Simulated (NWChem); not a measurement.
# SiNH₂Cl, singlet; SMILES [Si](N)Cl

```xyz
5

Si     0.7247     0.5943     0.0000
Cl    -0.1493    -1.3357     0.0000
N     -0.7260     1.5052     0.0000
H     -1.6684     1.1226     0.0000
H     -0.7135     2.5210     0.0000
```
Atoms are numbered in this order, from 1.

Computed with NWChem. Low-valent species are run as closed-shell singlets; no triplet was tried in these runs. Geometry: optimised at PBE0/def2-SVP. Level: B3LYP/def2-SVP with SMD (1 M gas to 1 M solution), gas-phase geometry. Reactions with the solvent are ignored.

### Question
Predict the results for solvent water. Quantities: solvation free energy (kcal/mol); cavity-dispersion-structure term (kcal/mol); dipole in solution (D).

### Answer
```json
{
  "solvation free energy (kcal/mol)": "-2.8",
  "cavity-dispersion-structure term (kcal/mol)": "1.7",
  "dipole in solution (D)": "3.66"
}
```
